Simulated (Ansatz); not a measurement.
C₇H₁₄InNO⁺, that is InMe2(acnac) with one electron fewer. Charge 1, multiplicity 2. Geometry PBE-D4/def2-SVP, that of the neutral singlet; atoms count from 1.

```xyz
24

In   -1.775    0.275    0.136
C    -2.271    2.340    0.607
H    -1.343    2.870    0.899
H    -2.997    2.394    1.442
H    -2.710    2.846   -0.276
C    -2.882   -1.580   -0.120
H    -2.163   -2.403   -0.299
H    -3.576   -1.512   -0.982
H    -3.473   -1.808    0.789
O    -0.150   -0.243    1.531
C     1.096   -0.418    1.268
C     1.947   -0.788    2.465
C     1.717   -0.299    0.006
C     1.121    0.044   -1.238
C     2.030    0.122   -2.450
N    -0.169    0.311   -1.417
H     3.018   -0.912    2.220
H     1.838   -0.007    3.246
H     1.563   -1.729    2.910
H     2.798   -0.490   -0.019
H     3.069   -0.175   -2.217
H     2.049    1.158   -2.850
H     1.652   -0.535   -3.260
H    -0.390    0.540   -2.393
```

In the def2 sets In takes a core potential; there is no spin–orbit coupling.

Q: Estimate the Mulliken populations from the PBE0/def2-TZVP orbitals of Ansatz.

A: 
| atom | charge (e) | spin (α − β) |
| --- | --- | --- |
| In1 | 0.86 | -0.03 |
| C2 | -0.59 | 0.13 |
| H3 | 0.16 | 0.00 |
| H4 | 0.18 | 0.00 |
| H5 | 0.17 | 0.00 |
| C6 | -0.59 | 0.13 |
| H7 | 0.16 | 0.00 |
| H8 | 0.18 | 0.00 |
| H9 | 0.18 | 0.00 |
| O10 | -0.37 | 0.19 |
| C11 | 0.36 | -0.07 |
| C12 | -0.39 | 0.00 |
| C13 | -0.25 | 0.52 |
| C14 | 0.25 | -0.16 |
| C15 | -0.43 | 0.01 |
| N16 | -0.38 | 0.34 |
| H17 | 0.16 | 0.00 |
| H18 | 0.18 | 0.00 |
| H19 | 0.18 | 0.00 |
| H20 | 0.19 | -0.02 |
| H21 | 0.16 | 0.00 |
| H22 | 0.19 | -0.01 |
| H23 | 0.18 | -0.01 |
| H24 | 0.27 | -0.01 |
Mulliken values and Mayer orders depend strongly on the basis.

Q: Where does the spin sit?

A: Summed by element: In -0.03, C 0.56, H -0.05, O 0.19, N 0.34, of 1 unpaired in all. Largest on single atoms: C13 0.52, N16 0.34, O10 0.19.

Q: And the Mayer bond orders between bonded heavy atoms (over 0.3)?

A: In1–C2 0.89 (2.17 Å); In1–C6 0.89 (2.18 Å); In1–O10 0.38 (2.20 Å); In1–N16 0.42 (2.23 Å); O10–C11 1.56 (1.28 Å); C11–C12 0.98 (1.52 Å); C11–C13 1.25 (1.41 Å); C13–C14 1.27 (1.42 Å); C14–C15 0.97 (1.52 Å); C14–N16 1.58 (1.33 Å).
